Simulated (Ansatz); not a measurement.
Ideal-gas functions of C2H2O2SSe, SMILES `O=C[Se]C(=O)S` at 500 K and 1 bar, from an Ansatz frequency run at PBE0-D4/def2-TZVP.

Molar mass 169.06 g/mol, point group C1 (symmetry number 1), electronic degeneracy 1, moments of inertia 170.213, 376.836, 513.329 u Å². Harmonic wavenumbers (cm⁻¹, unscaled): 50, 103, 168, 231, 337, 358, 365, 468, 560, 654, 800, 913, 979, 1330, 1805, 1825, 2726, 2965.

Use S(trans) = R[1.5 ln M + 2.5 ln T − 1.1517]; rotational temperatures θ = 24.2544 K / I; S(rot) = R[ln(√π/σ · √(T³/θAθBθC)) + 1.5]; for each mode x = 1.438777 ν̃/T, S = R[x/(eˣ − 1) − ln(1 − e⁻ˣ)] and H = RT x/(eˣ − 1); 1 cm⁻¹ = 0.0119627 kJ/mol; R = 8.31446 J/(mol·K).

Q: By hand: the entropy, in J/(mol·K).

A: Translation 183.6. Rotation: θ = 0.1425, 0.0644, 0.0472 K, giving 126.9. Vibration, mode by mode: 24.44, 18.46, 14.44, 11.86, 8.89, 8.43, 8.28, 6.44, 5.19, 4.18, 3.00, 2.33, 2.00, 0.89, 0.29, 0.27, 0.03, 0.02, in all 119.4. Electronic 0.0. Sum 429.9 J/(mol·K).

Q: By hand: H − E and G − E in kJ/mol, counted from the electronic energy.

A: Zero-point energy ½ × 16637 × 0.0119627 = 99.5; thermal vibration 29.1; translation, rotation and pV give 4 RT = 16.6. H − E = 145.2 kJ/mol, and G − E = 145.2 − 500 × 429.9/1000 = -69.8 kJ/mol.

Vibration gives 28 % of the entropy, 42.9 J/(mol·K) of it from the modes under 150 cm⁻¹: soft modes count most, and the harmonic formula is weakest for them. The sum counts one conformer and one mirror image; others add a mixing term.
